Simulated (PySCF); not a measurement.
Computed IR spectrum (relative IR intensity) of a molecule C3F5, multiplicity 2. Geometry: B3LYP-D3(BJ)/def2-SVP. Other conformers were not sampled. Method: PySCF with B3LYP-D3(BJ)/def2-SVP. No scaling factor is applied to the harmonic values.

Lines under 2 % of the strongest are left out, and lines within 2 cm⁻¹ are merged.

ν (cm⁻¹): 638 (w), 700 (vw), 1037 (s), 1175 (s), 1205 (s), 1310 (vs), 1333 (m), 1853 (vs) (against the strongest line: vs over 80 %, s over 45 %, m over 15 %, w over 4 %, vw less)

Q: Pick the molecule that these values belong to.
A. F[C]=C(F)C(F)(F)F
B. F[C](F)C(F)=C(F)F
C. FC(F)=[C]C(F)(F)F

A: C, FC(F)=[C]C(F)(F)F
